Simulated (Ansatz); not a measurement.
Ansatz (a program for electronic structure) input (B3LYP-D3(BJ)/def2-TZVP):

Ansatz 0.2 input:
```yaml
crystal:
  periodic: [false, false, false]
  atoms:
    - {symbol: Y, position_ang: [0.93063352, -0.43186516, -0.52837042]}
    - {symbol: Cl, position_ang: [-0.53058358, 1.51205273, -0.92039877]}
    - {symbol: Cl, position_ang: [-0.37462057, -1.05338284, 1.46607263]}
basis:
  gaussian:
    orbitals: def2-TZVP
hamiltonian:
  xc: b3lyp
  dispersion: d3bj
total_charge: 1
relax: {f_tol: 0.002, max_steps: 150}
```

End of the output:

```
the calculation of the forces begins
reference -26087.30595621 eV, -958.6908112795 hartree; 22, 22 occupied and 92, 92 virtual orbitals, 893 factors
relax step   7: F+E_penalty+E_count = -26087.50792041 eV  Δ(F+E_penalty+E_count) = -6.656e-7 eV  max|allowed force component| = 1.403e-4 eV/Å  Δτ_max = 0.0002 Å  (21 SCF iters, accepted)
integrals: 0.04 GiB planned
893 factors; their error is unknown
mean field: 0.37 GiB planned
mean field evaluation 64: about -26086.8950 eV, gradient 1.1e1 eV
mean field -26087.30569960 eV, -958.6908018496 hartree, gradient 2.0e-5 eV, S^2 0.000000; 1 other end points of the search recorded, 0 dependent functions left out
the calculation of the forces begins
reference -26087.30595621 eV, -958.6908112795 hartree; 22, 22 occupied and 92, 92 virtual orbitals, 893 factors
Total energy: -26087.50817701 eV, -958.6982427571 hartree
Atom 0 at     0.713075    -0.327875    -0.402350 Å, force    -0.000140     0.000067     0.000081 eV/Å
Atom 1 at    -0.430537     1.603645    -1.116975 Å, force     0.000075    -0.000120     0.000039 eV/Å
Atom 2 at    -0.257109    -1.248965     1.536629 Å, force     0.000065     0.000052    -0.000121 eV/Å
Dipole moment:     1.182258    -0.565139    -0.684788 e Å
```

The spin state was set by rule; other spins were not relaxed.
